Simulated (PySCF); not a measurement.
Ge(F)2(Br)(OH) (BrF₂GeHO), SMILES [OH][Ge]([F])([F])[Br]. Geometry optimised at PBE-D3(BJ)/def2-SVP. One conformer was computed; it need not be the lowest.

### Question
Give the equilibrium geometry at PBE-D3(BJ)/def2-SVP (PySCF confirms it by a frequency run) as bond lengths and angles, and its point group. (An estimate is asked for; the answer gives what the named calculation found.)

### Answer
This is not unique; one that fits is point group Cs.
Atoms: O1 Ge2 F3 F4 Br5 H6. Bonded distances (Å): O1–Ge2 1.764, O1–H6 0.978, Ge2–F3 1.740, Ge2–F4 1.740, Ge2–Br5 2.269. Angles (°): Ge2–O1–H6 110.3, O1–Ge2–F3 110.4, O1–Ge2–F4 110.4, O1–Ge2–Br5 109.5, F3–Ge2–F4 104.0, F3–Ge2–Br5 111.2, F4–Ge2–Br5 111.2.
Charge 0, spin multiplicity 1.
